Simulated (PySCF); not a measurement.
**Basis-set dependence of SnI⁺ at PBE0**

PySCF, UKS reference; singlet, unpaired electrons none; De to Sn⁺ + I without counterpoise correction.

```json
{"basis": "cc-pVDZ-PP", "relativity": "scalar-relativistic core potentials", "functions": "46", "Re (Å)": "2.616", "ωe (cm⁻¹)": "241", "De (eV)": "3.44", "μ (D)": "-4.36"}
{"basis": "x2c-SVPall", "relativity": "spin-free X2C", "functions": "72", "Re (Å)": "2.606", "ωe (cm⁻¹)": "245", "De (eV)": "3.55", "μ (D)": "-4.17"}
{"basis": "def2-TZVPPD", "relativity": "scalar-relativistic core potentials", "functions": "115", "Re (Å)": "2.592", "ωe (cm⁻¹)": "242", "De (eV)": "3.55", "μ (D)": "-4.03"}
```

Question: How does each smaller set differ from the one with most functions, def2-TZVPPD?

Answer: cc-pVDZ-PP: +2.4 pm, -0.4 % in ωe, -0.11 eV in De; x2c-SVPall: +1.4 pm, +1.2 % in ωe, +0.00 eV in De. All at PBE0; the set with most functions is neither the basis-set limit nor always the best. The rows treat relativity differently, so the differences are not basis effects alone.

A positive dipole points towards I; it is taken about the centre of mass and depends on that origin. Spin–orbit coupling is left out, which matters for elements this heavy, above all for dissociation energies. For an ion De counts to the pair picked by the measured ionisation energies or electron affinities, which need not be the lowest pair at this level.
